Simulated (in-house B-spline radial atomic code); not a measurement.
# RPA and G0W0 on SCAN: the rhenium ion Re²⁺

Configuration [Xe] 4f14 5d5, highest spin, mean-field start SCAN. Computed with a B-spline radial code for spherical atoms: all electrons, scalar-relativistic (spin-free one-electron X2C), finite nucleus, each spin shell either full or empty, empty states to l = 9 with an (l + 1/2)⁻⁴ tail; G0W0 by contour deformation at full frequency.

Without the two-electron picture change, the correlation of inner shells comes somewhat too large for so heavy an element.

Command:
```bash
python run_gw.py task.json out
```
Settings (radii: box in bohr, nucleus in fm):
```
Z                        75
electrons                73
configuration            [Xe] 4f14 5d5
hamiltonian              x2c
method                   scan,scan
lmax                     9
rms_radius               5.3698
spin_polarised           True
box_radius               17.55
intervals                68
```

Time taken, with all properties: 11 s on 1 thread of Arm Neoverse N1, with other jobs on the host.

Energies (hartree):

| term | value |
| --- | --- |
| mean-field total | -16693.69339 |
| Hartree-Fock functional on these orbitals | -16687.54332 |
| direct second order | -7.5885 |
| second-order exchange | 1.8962 |
| SOSEX correction | 1.7675 |

**Question.** What is the RPA correlation energy, and what remains with SOSEX?

**Answer.** RPA gives -6.5363 hartree (-2.44 eV per electron); RPA + SOSEX gives -4.7688, and the second-order doubles -5.6923 hartree (no singles). RPA lacks exchange-type terms and so overcorrelates at short range.

Quasi-particle levels (eV):

| level | occupied | mean field | Σx - vxc | Σc | QP weight | G0W0 |
| --- | --- | --- | --- | --- | --- | --- |
| 5d up | yes | -22.899 | -5.47 | ? | ? | ? |
| 6s up | no | -20.821 | 5.55 | -1.90 | 0.934 | -17.168 |

G0W0 = mean field + (Σx - vxc) + Σc, with Σc (partial-wave tail included) taken at the quasi-particle energy. Only the outer levels were computed. Levels of low weight are left out.

**Question.** Where does G0W0 put 5d up?

**Answer.** At -28.540 eV, with Σc = -0.17 eV and a quasi-particle weight of 0.881. The tabulated removal energy is 27 ± 1.6 eV (NIST, tabulated theory); the calculation leaves out spin-orbit coupling, Breit and QED terms, and what these don't explain is the method's own error.
